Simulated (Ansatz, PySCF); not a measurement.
CH6AlClO2Si, SMILES [Al]([CH2][SiH2]Cl)([OH])[OH]. Atoms are numbered in the order given.

```xyz
12

Si     1.2355     0.5711     0.0000
Cl     3.1591    -0.2228     0.0000
C     -0.0442    -0.7691     0.0000
Al    -1.8814    -0.1595     0.0000
O     -2.6385     0.0810     1.5016
O     -2.6385     0.0810    -1.5016
H      1.1172     1.4278    -1.2153
H      1.1172     1.4278     1.2153
H      0.1080    -1.3962     0.8953
H      0.1080    -1.3962    -0.8953
H     -3.5313     0.3692     1.6895
H     -3.5313     0.3692    -1.6895
```
Charge 0, spin multiplicity 1.

Geometry: PBE0-D3(BJ)/def2-SVP. The structure was generated by enumeration; whether it is a known compound was not checked. The values are those of a single conformer.

Two levels are set side by side: PBE-D3(BJ)/def2-SVP (Ansatz, a quantum-chemistry and plane-wave program) and PBE0-D3(BJ)/def2-SVP (Ansatz). Each level has its own optimised geometry; the coordinates shown are those of the second. Frequencies come from the Hessian of PySCF at each geometry. Differences are taken from unrounded values.

```json
[
 {"quantity": "mean bond length (Å)", "PBE0-D3(BJ)": "1.488"},
 {"quantity": "bond Si1–Cl2 (Å)", "PBE0-D3(BJ)": "2.081"},
 {"quantity": "bond Si1–C3 (Å)", "PBE0-D3(BJ)": "1.853"},
 {"quantity": "bond C3–Al4 (Å)", "PBE0-D3(BJ)": "1.936"},
 {"quantity": "bond Al4–O5 (Å)", "PBE0-D3(BJ)": "1.699"},
 {"quantity": "bond Al4–O6 (Å)", "PBE0-D3(BJ)": "1.699"},
 {"quantity": "bond Si1–H7 (Å)", "PBE0-D3(BJ)": "1.492"},
 {"quantity": "bond Si1–H8 (Å)", "PBE0-D3(BJ)": "1.492"},
 {"quantity": "bond C3–H9 (Å)", "PBE0-D3(BJ)": "1.104"},
 {"quantity": "bond C3–H10 (Å)", "PBE0-D3(BJ)": "1.104"},
 {"quantity": "bond O5–H11 (Å)", "PBE0-D3(BJ)": "0.957"},
 {"quantity": "bond O6–H12 (Å)", "PBE0-D3(BJ)": "0.957"},
 {"quantity": "highest harmonic wavenumber (cm⁻¹)", "PBE0-D3(BJ)": "4007"},
 {"quantity": "mean harmonic wavenumber (cm⁻¹)", "PBE0-D3(BJ)": "1072"},
 {"quantity": "zero-point energy (kcal/mol)", "PBE0-D3(BJ)": "45.95"}
]
```

**Question.** What does PBE-D3(BJ) give, and how far is it from PBE0-D3(BJ)? (An estimate is asked for; the answer gives what the named calculation found.)

**Answer.** 
| quantity | PBE-D3(BJ) | PBE-D3(BJ) minus PBE0-D3(BJ) |
|---|---|---|
| mean bond length (Å) | 1.501 | 0.012 |
| bond Si1–Cl2 (Å) | 2.095 | 0.014 |
| bond Si1–C3 (Å) | 1.865 | 0.012 |
| bond C3–Al4 (Å) | 1.947 | 0.012 |
| bond Al4–O5 (Å) | 1.717 | 0.018 |
| bond Al4–O6 (Å) | 1.717 | 0.018 |
| bond Si1–H7 (Å) | 1.503 | 0.011 |
| bond Si1–H8 (Å) | 1.503 | 0.011 |
| bond C3–H9 (Å) | 1.111 | 0.007 |
| bond C3–H10 (Å) | 1.111 | 0.007 |
| bond O5–H11 (Å) | 0.969 | 0.012 |
| bond O6–H12 (Å) | 0.969 | 0.012 |
| highest harmonic wavenumber (cm⁻¹) | 3831 | -176 |
| mean harmonic wavenumber (cm⁻¹) | 1036 | -35 |
| zero-point energy (kcal/mol) | 44.45 | -1.50 |

Exact exchange shortens and stiffens bonds; PBE has none. Differences between two approximate levels are no errors against the true value.
